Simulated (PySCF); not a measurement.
# What a mistake does to a calculation on B2GeH7Si cation

Calculated results; nothing here was measured. They come from PySCF 2.14.0, an open-source quantum chemistry program, on an isolated molecule that a program drew, which may never have been made. The molecule is B2GeH7Si cation (charge +1, singlet), drawn as the SMILES string `BB[SiH+][GeH3]`.

Each row is a Hartree-Fock (HF) and frozen-core CCSD(T) single point in the cc-pV(D+d)Z basis, meant for a local HF minimum. Run 1 is clean. Each other run has one planted mistake out of seven kinds, and not every kind appears here: one electron removed, one electron added, multiplicity raised by two, geometry at a saddle point, minimal basis STO-3G, one bond length entered in bohr, all coordinates scaled. The reference is restricted for singlets and unrestricted otherwise, and also for a bond in bohr. Adding or removing an electron swaps singlet and doublet. Electrons count all cores. HOMO and LUMO are orbital energies over both spins, the gradient is its largest component, and the lowest frequency (negative if imaginary) is given only where the gradient is small. Bond lengths are over the 10 bonds as drawn. T1 is the CCSD diagnostic: over 0.02 (restricted) or 0.045 (unrestricted) a single reference is doubtful. Germanium has the cc-pVDZ-PP basis, with a core potential (ECP10MDF) in place of its 10 inner electrons, and its 3s, 3p and 3d shells are frozen in CCSD(T).

Geometry of the clean run:
```xyz
11
B2GeH7Si cation, angstrom
B    -3.2678   -1.9454   -0.2318
B    -2.0097   -0.8837   -0.5817
Si   -1.2089    0.4997    0.6312
Ge    0.6892    0.2767    2.1777
H    -3.0321   -3.0184    0.2426
H    -4.3976   -1.6322   -0.4689
H    -1.4824   -0.9116   -1.6612
H    -1.8483    1.8275    0.5453
H     1.6774    1.3150    1.6755
H     0.0808    0.6132    3.5287
H     1.1674   -1.1566    2.0493
```

```
run,electrons,basis functions,<S^2>,HOMO (eV),LUMO (eV),gradient (hartree/bohr),lowest frequency (cm^-1),mean bond (Å),longest bond (Å),T1,HF (hartree),CCSD(T) (hartree),mistake
1,62,109,0.000,-15.66,-5.20,1.8e-05,39,1.5773,2.458,0.0169,-635.42558,-635.83781,no fault
2,62,109,0.000,-15.30,-5.19,2.3e-02,-,1.6483,2.569,0.0167,-635.41038,-635.82641,all coordinates scaled
3,62,109,2.038,-12.95,-7.77,3.5e-02,-,1.5773,2.458,0.0287,-635.32492,-635.73359,multiplicity raised by two
4,63,109,0.772,-7.13,1.44,2.7e-02,-,1.5773,2.458,0.0153,-635.65140,-636.07896,one electron added
5,61,109,0.799,-21.09,-13.19,5.9e-02,-,1.5773,2.458,0.0369,-634.89273,-635.28692,?
```

**Which mistake was planted in run 5, and what did it cost?**

It counts 61 electrons, one fewer than the clean run, at the same geometry and basis. So the mistake is: one electron removed. Subtracting run 1 and multiplying by 627.51 kcal/mol a hartree, the energy moved by 334.4 kcal/mol in HF and 345.7 kcal/mol in CCSD(T).

